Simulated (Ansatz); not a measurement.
`O[SiH2]/N=C/F` + `CNC` → `CN(C)[SiH2]O` + `N=CF`  (ligand exchange at the Si–N bond)

Gas-phase electronic energies from Ansatz, PBE0-D4/def2-TZVP geometries. CCSD(T)/CBS is the MP2 limit (def2-TZVPP, def2-QZVPP) plus CCSD(T) − MP2 in def2-TZVPP, frozen cores. This one scheme is used for every species. Functionals use def2-TZVPP. B3LYP here is the variant with VWN-RPA as its local correlation; programs differ in this. One conformer a species, not always the lowest.

`O[SiH2]/N=C/F`:

Cartesian coordinates in Å:
```
O -1.699 0.844 1.002
Si -0.419 -0.167 0.877
N 0.051 -0.301 -0.786
C 1.160 -0.046 -1.262
F 1.403 -0.176 -2.569
H -2.467 0.660 0.458
H 0.643 0.431 1.725
H -0.742 -1.545 1.318
H 2.070 0.302 -0.763
```

`CNC`:

```xyz
10

C    -1.124   -0.321   -0.307
N    -0.214    0.490    0.468
C     1.166    0.093    0.304
H    -2.144    0.053   -0.195
H    -1.106   -1.348    0.067
H    -0.885   -0.359   -1.384
H    -0.323    1.463    0.218
H     1.306   -0.913    0.712
H     1.817    0.769    0.863
H     1.506    0.073   -0.745
```

`CN(C)[SiH2]O`:

```xyz
14

C     1.240   -0.970    0.234
N     0.310    0.068   -0.139
C     0.097    0.174   -1.560
Si   -0.665    0.855    1.021
O    -1.927   -0.001    1.656
H     0.884   -1.970   -0.053
H     2.213   -0.813   -0.248
H     1.398   -0.971    1.315
H    -0.584    0.998   -1.784
H    -0.329   -0.745   -1.988
H     1.042    0.371   -2.083
H    -1.182    2.072    0.339
H     0.162    1.141    2.215
H    -2.660   -0.210    1.075
```

`N=CF`:

Z-matrix (Å, degrees):
```
C
N 1 1.242
F 1 1.328 2 120.0
H 1 1.092 2 129.8 3 -180.0
H 2 1.016 1 110.6 3 -180.0
```

```json
{"level": "B97M-V", "ΔE (eV)": "0.00"}
{"level": "B3LYP-D4", "ΔE (eV)": "-0.03"}
{"level": "BHLYP-D4", "ΔE (eV)": "-0.01"}
{"level": "ωB97X-V", "ΔE (eV)": "-0.03"}
{"level": "r2SCAN", "ΔE (eV)": "0.01"}
{"level": "BHLYP", "ΔE (eV)": "0.04"}
{"level": "SCS-MP2/def2-QZVPP", "ΔE (eV)": "-0.02"}
{"level": "CCSD/CBS(def2)", "ΔE (eV)": "-0.03"}
```

**Question.** What does CCSD(T)/CBS give? (Estimate.)

**Answer.** The calculation gave: -0.05 eV. The listed levels differ from it by 0.05, 0.02, 0.04, 0.02, 0.06, 0.09, 0.03, 0.02 eV.

Largest T1 diagnostic among the species: 0.013.

Leaving LDA and LC-ωPBE aside and taking each functional with its dispersion term where it has one, the values, not all of them listed here, spread over 0.06 eV, from revPBE-D4 to B2PLYP. LDA lies −0.08 eV from PBE without D4. In def2-TZVPP, CCSD(T) changes the Hartree–Fock value by −0.15 eV (the triples alone add −0.01 eV) and MP2 by −0.14 eV.
